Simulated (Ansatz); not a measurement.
Results of the Gaussian-basis code of Ansatz.

A structure relaxed at PBE0-D4/def2-TZVP, charge 0, multiplicity 1:

| atom | x (Å) | y (Å) | z (Å) |
| --- | --- | --- | --- |
| C1 | 0.737 | 0.077 | -0.439 |
| O2 | 0.180 | 0.752 | 0.667 |
| Ge3 | -1.340 | 0.562 | 1.537 |
| Cl4 | -2.272 | -1.113 | 0.428 |
| H5 | 0.921 | 0.797 | -1.240 |
| H6 | 0.080 | -0.713 | -0.810 |
| H7 | 1.693 | -0.363 | -0.142 |

Question: Give its formula and SMILES.

Answer: CH3ClGeO, `C[O][Ge][Cl]`.

Question: Point group (tolerance 0.08 Å, 0.16 Å for H)?

Answer: Cs.

Question: Summarise the bond lengths by kind.

Answer: 1 × C–O 1.410 Å; 3 × C–H 1.093 Å; 1 × Ge–O 1.762 Å; 1 × Cl–Ge 2.215 Å.
